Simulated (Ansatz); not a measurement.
Species: C₅H₆, SMILES `C#CCC=C` (C–C–C–C torsion 125°) (charge 0, multiplicity 1).

Q: Give a relaxed geometry from B3LYP-D3(BJ)/def2-TZVP run with Ansatz (an electronic-structure program).

A: One answer among several that fit: the end point of this relaxation, one of several conformers (outside a Z-matrix the atoms follow the SMILES, hydrogens last).
Bonded distances (Å): C1–C2 1.200, C1–H6 1.062, C2–C3 1.460, C3–C4 1.508, C3–H7 1.096, C3–H8 1.093, C4–C5 1.325, C4–H9 1.085, C5–H10 1.084, C5–H11 1.082. Angles (°): C2–C1–H6 179.5, C1–C2–C3 178.8, C2–C3–C4 112.7, C2–C3–H7 108.5, C2–C3–H8 109.7, C4–C3–H7 109.4, C4–C3–H8 109.8, H7–C3–H8 106.6, C3–C4–C5 124.2, C3–C4–H9 115.6, C5–C4–H9 120.2, C4–C5–H10 121.6, C4–C5–H11 121.4, H10–C5–H11 116.9.
